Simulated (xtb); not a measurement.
GaHCl₂, SMILES [Cl][GaH][Cl]. All values are semi-empirical tight-binding results from xtb (GFN2-xTB unless named), good for trends rather than for accurate numbers. Coordinates come from a GFN2-xTB optimisation.

Optimised geometry:

Bonds (Å): Ga1–H2 1.553, Ga1–Cl3 2.082, Ga1–Cl4 2.082. Bond angles (°): H2–Ga1–Cl3 120.4, H2–Ga1–Cl4 120.4, Cl3–Ga1–Cl4 119.3.

For metal compounds this method's bond lengths and energies can be far off.

Computed properties:
The point group as xtb finds it is C2v. The orbital gap comes out as 4.82 eV and the zero-point energy is 4.9 kcal/mol. The G − E(el) at 298.15 K (modified RRHO) comes out as -13.2 kcal/mol.

Computed atomic charges and the Wiberg bond orders between heavy atoms:
charges (e) Ga1 0.07, H2 0.03, Cl3 -0.05, Cl4 -0.05. Bond orders Ga1–Cl3 1.36, Ga1–Cl4 1.36.
